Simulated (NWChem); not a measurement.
System: C2H5NOSi; SMILES C1=N[SiH2]CO1

Parts of the log:

```
             Northwest Computational Chemistry Package (NWChem) 7.3.0
             --------------------------------------------------------

                             Geometry "geometry" -> ""
                             -------------------------

 Output coordinates in angstroms (scale by  1.889725989 to convert to a.u.)

  No.       Tag          Charge          X              Y              Z
 ---- ---------------- ---------- -------------- -------------- --------------
    1 C                    6.0000     0.91806600     1.05324100     0.00000000
    2 N                    7.0000     1.33563200    -0.14958400     0.00000000
    3 Si                  14.0000    -0.08135900    -1.19336400     0.00000000
    4 C                    6.0000    -1.29790000     0.29883400     0.00000000
    5 O                    8.0000    -0.38651100     1.44226600     0.00000000
    6 H                    1.0000     1.56843100     1.92993200     0.00000000
    7 H                    1.0000    -0.17626200    -2.05348400     1.20809700
    8 H                    1.0000    -0.17626200    -2.05348400    -1.20809700
    9 H                    1.0000    -1.93067200     0.38996800    -0.88759200
   10 H                    1.0000    -1.93067200     0.38996800     0.88759200

 Effective nuclear repulsion energy (a.u.)     225.9110820163

                                 NWChem DFT Module
                                 -----------------

 Summary of "ao basis" -> "ao basis" (spherical)
 ------------------------------------------------------------------------------
       Tag                 Description            Shells   Functions and Types
 ---------------- ------------------------------  ------  ---------------------
 C                           6-31g*                  6       14   3s2p1d
 N                           6-31g*                  6       14   3s2p1d
 Si                          6-31g*                  8       18   4s3p1d
 O                           6-31g*                  6       14   3s2p1d
 H                           6-31g*                  2        2   2s

 in cosmo_initialize ...
 calling solv_data for solv:toluene

 solvent parameters
 solvname_short: toluene
 solvname_long:  toluene
 dielec:        2.3741
 dielecinf:     2.2383
 nonaqueous SMD model solvent descriptors
 dielec:        2.3741
 sola:          0.0000
 solb:          0.1400
 solc:          0.8570
 solg:         40.2000
 solh:          0.0000
 soln:          1.4961

[...]

                                COSMO-SMD solvation results
                                ---------------------------

             internal energy in gas <Psi(g)|H|Psi(g)> =      -498.677915583255
         internal energy in solvent <Psi(s)|H|Psi(s)> =      -498.677536416589
                               delta internal energy  =         0.000379166666 (    0.24 kcal/mol)
   total free energy in solvent <Psi(s)|H+V/2|Psi(s)> =      -498.682273026734
 polarization energy contribution <Psi(s)|V/2|Psi(s)> =        -0.004736610145 (   -2.97 kcal/mol)
    total free energy in solvent including G(SMD-CDS) =      -498.682097082507
                       G(SMD-CDS) energy contribution =         0.000175944228 (    0.11 kcal/mol)
     1 M fixed-concentration free energy of solvation =        -0.004181499252 (   -2.62 kcal/mol)

                       DFT Final Molecular Orbital Analysis
                       ------------------------------------

 Vector   21  Occ=2.000000D+00  E=-3.152077D-01
              MO Center= -5.9D-01,  1.1D-01,  4.1D-11, r^2= 2.8D+00
   Bfn.  Coefficient  Atom+Function         Bfn.  Coefficient  Atom+Function
  ----- ------------  ---------------      ----- ------------  ---------------
    64      0.352308   5 O  py               50     -0.312113   4 C  py
    36      0.292075   3 Si py               68      0.243443   5 O  py
    35     -0.181477   3 Si px               49      0.181167   4 C  px
    54     -0.151565   4 C  py               66      0.121297   5 O  s
    32     -0.119846   3 Si py                3      0.112758   1 C  px

 Vector   22  Occ=2.000000D+00  E=-2.732438D-01
              MO Center=  1.1D+00,  1.4D-02, -9.1D-09, r^2= 2.1D+00
   Bfn.  Coefficient  Atom+Function         Bfn.  Coefficient  Atom+Function
  ----- ------------  ---------------      ----- ------------  ---------------
    17      0.506768   2 N  px               21      0.349622   2 N  px
    20      0.212913   2 N  s                35     -0.204569   3 Si px
    66      0.160888   5 O  s                50     -0.156528   4 C  py
    63      0.148472   5 O  px               16      0.135752   2 N  s
    76     -0.130882   6 H  s                34     -0.125277   3 Si s

 Vector   23  Occ=2.000000D+00  E=-2.703747D-01
              MO Center=  2.8D-01,  2.9D-01,  1.2D-08, r^2= 3.1D+00
   Bfn.  Coefficient  Atom+Function         Bfn.  Coefficient  Atom+Function
  ----- ------------  ---------------      ----- ------------  ---------------
    65      0.422929   5 O  pz               19     -0.380483   2 N  pz
    69      0.329801   5 O  pz               23     -0.293885   2 N  pz
    78      0.175277   7 H  s                80     -0.175277   8 H  s
     5     -0.152861   1 C  pz               51     -0.116120   4 C  pz
    77      0.101814   7 H  s                79     -0.101814   8 H  s

 Vector   24  Occ=0.000000D+00  E= 4.189991D-03
              MO Center=  7.8D-01,  5.6D-01,  5.0D-09, r^2= 2.4D+00
   Bfn.  Coefficient  Atom+Function         Bfn.  Coefficient  Atom+Function
  ----- ------------  ---------------      ----- ------------  ---------------
     9      0.587824   1 C  pz                5      0.522538   1 C  pz
    23     -0.407246   2 N  pz               19     -0.320231   2 N  pz
    41     -0.266996   3 Si pz               78      0.266835   7 H  s
    80     -0.266835   8 H  s                69     -0.248311   5 O  pz
    65     -0.240812   5 O  pz               82     -0.190448   9 H  s

[...]
```

Level: B3LYP/6-31G* (spherical d), SMD on the gas-phase geometry. All runs use the structure optimised with B3LYP/6-31G* (spherical d). Solvent: toluene.

**Question.** Reconstruct the input file.

**Answer.** One answer among several that fit: the input that was run:
```
start job
memory heap 200 mb stack 900 mb global 1100 mb
geometry units angstroms noautosym nocenter noautoz
  C      0.918066     1.053241     0.000000
  N      1.335632    -0.149584     0.000000
  Si    -0.081359    -1.193364     0.000000
  C     -1.297900     0.298834     0.000000
  O     -0.386511     1.442266     0.000000
  H      1.568431     1.929932     0.000000
  H     -0.176262    -2.053484     1.208097
  H     -0.176262    -2.053484    -1.208097
  H     -1.930672     0.389968    -0.887592
  H     -1.930672     0.389968     0.887592
end
basis spherical
  * library 6-31g*
end
dft
  xc b3lyp
  iterations 150
end
cosmo
  do_cosmo_smd true
  solvent toluene
end
task dft energy
```
